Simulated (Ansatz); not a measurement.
Ligand exchange: KCl + C4H11BO → KOH + C4H10BCl

Species: KCl, singlet; C4H11BO `CCB(O)CC`, singlet; KOH `[OH][K]`, singlet; C4H10BCl (chlorodiethylborane) `CCB(Cl)CC`, singlet. The partners trade Cl for OH: K–Cl and B–OH bonds give way to K–OH and B–Cl.

Shapes, held fixed at every level: PBE0-D4/def2-TZVP. Flexible molecules stand in one conformer, not always the lowest. Programs: Ansatz 0.2.0. Electronic energies: no zero-point or thermal term.

```
               level                    kind  ΔE (kJ/mol)
   PBE-D4/def2-TZVPP                     GGA       +171.9
r2SCAN-D4/def2-TZVPP                meta-GGA       +182.8
 BHLYP-D4/def2-TZVPP           global hybrid       +198.5
  wB97M-V/def2-TZVPP  range-separated hybrid       +185.8
    CCSD(T)/def2-SVP   coupled cluster or CI       +195.5
       CCSD/def2-SVP   coupled cluster or CI       +198.6
      MP2/def2-TZVPP     perturbation theory       +178.3
```

MP2/def2-TZVPP gives ΔE = +178.3 kJ/mol; the levels span +171.9 to +198.6. The median of the levels is +185.8. No measured value is set beside it here. Outer-core shells of K are correlated, in sets that cover them unevenly.
